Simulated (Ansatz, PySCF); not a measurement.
CH7OPSi, SMILES CO[SiH2]P.

Geometry optimised at B3LYP-D3(BJ)/def2-SVP. One conformer was computed; it need not be the lowest.

Vertical ionisation energy (IE) and electron affinity (EA) in eV. Rows of orbital energies are one-electron estimates. Where ΔSCF, EOM or ADC give a negative EA the extra electron is unbound and the value depends on the basis.

| level | IE | EA |
|---|---|---|
| −ε(HOMO), −ε(LUMO), r2SCAN/def2-TZVP (PySCF) | 6.47 | 0.47 |
| −ε(HOMO), −ε(LUMO), PBE/def2-TZVP (PySCF) | 6.21 | 0.77 |
| ΔSCF, PBE0/def2-SVPD (Ansatz), final states of multiplicity 2 and 2 | 9.37 | -1.40 |
| ΔSCF, PBE/def2-SVPD (Ansatz), final states of multiplicity 2 and 2 | 9.05 | -1.21 |

Problem. What vertical singlet–triplet gap does ΔSCF give with PBE0/def2-SVPD (Ansatz, a quantum-chemistry and plane-wave program) and with PBE/def2-SVPD (Ansatz)? (An estimate is asked for; the answer gives what the named calculation found.)

Solution. 5.45 and 5.19 eV (triplet above singlet where positive).
